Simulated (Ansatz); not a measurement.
The atomisation energy (no zero-point term) down a group: B to In

Gas-phase molecules, one atom swapped for its congeners: C2H3B `BC#C`; C2H3Al (ethynylalumane) `C#[C][AlH2]`; C2H3Ga `C#[C][GaH2]`; C2H3In `C#[C][InH2]`. All are singlets with charge 0.

Shapes, held fixed at every level: PBE0-D4/def2-TZVP. Programs: Ansatz 0.2.0. Values in eV.

```json
{"level": "HF/def2-SVP", "C2H3B": "19.67", "C2H3Ga": "15.97", "C2H3In": "14.71"}
{"level": "HF/def2-TZVPP", "C2H3B": "19.35", "C2H3Ga": "15.75", "C2H3In": "14.66"}
{"level": "PBE-D4/def2-TZVPP", "C2H3B": "26.16", "C2H3Ga": "22.01", "C2H3In": "20.86"}
{"level": "PBE0-D4/def2-TZVPP", "C2H3B": "25.65", "C2H3Ga": "21.61", "C2H3In": "20.47"}
{"level": "wB97X-V/def2-TZVPP", "C2H3B": "25.36", "C2H3Ga": "21.63", "C2H3In": "20.56"}
{"level": "CCSD/def2-TZVPP", "C2H3B": "24.35", "C2H3Ga": "20.88", "C2H3In": "19.70"}
{"level": "CCSD(T)/def2-TZVPP", "C2H3B": "24.76", "C2H3Ga": "21.28", "C2H3In": "20.11"}
```

Q: Estimate the column for C2H3Al from its neighbours.

A: The mean of the neighbours at CCSD(T)/def2-TZVPP is 23.02 eV, against 21.98 from the run: the member lies nearer Ga. All rows: HF/def2-SVP 16.93; HF/def2-TZVPP 16.72; PBE-D4/def2-TZVPP 22.84; PBE0-D4/def2-TZVPP 22.42; wB97X-V/def2-TZVPP 22.48; CCSD/def2-TZVPP 21.59; CCSD(T)/def2-TZVPP 21.98 eV. At CCSD(T)/def2-TZVPP the atomisation energy falls at every step, from 24.76 to 20.11 eV. Every level shows the same order. For atoms past krypton def2 sets carry core potentials with scalar relativity. Relativity is left out for Ga. Outer-core shells of Ga, In are correlated in most correlated rows, in sets that cover them unevenly. Spin-orbit coupling, which grows down the group, is left out (summed over each molecule's free atoms 0.01, 0.02, 0.08, 0.19 eV). Coupled cluster in double- or triple-zeta sets underbinds by a few per cent against its basis-set limit. CCSD also lacks the triples, which bind further.
